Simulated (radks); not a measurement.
Q: These are the eigenvalues of the occupied orbitals of an atom or ion with whole-number occupations (hartree). Method: scalar-relativistic Kohn-Sham, SCAN, spin-polarised, spherical densities, finite nucleus; meta-GGA in the generalised Kohn-Sham scheme; Fermi nuclear charge, rms radius of each element as measured or else 0.836 A^(1/3) + 0.57 fm; computed with a radial shooting solver on a logarithmic mesh with Libxc functionals.

orbital  eigenvalue
1s up     -1174.474
1s down   -1174.005
2s up     -258.7044
2s down   -258.0214
2p up     -243.7566
2p down   -242.9003

Which element is it, and in what charge state? The configuration may be excited. Open shells, if any, are filled with parallel spins first.

A: Z = 50, tin, charge +41: Sn41+ in [He] 2s2 2p5. The list shows which subshells hold electrons but not how many an open one holds; the 1s level, -1174.5 hartree, gives Z - s = 48.5 by -(Z - s)^2/2, which with screening and relativity narrows Z to a few neighbours, and the depths of the outer levels then fix element, charge and occupations together.
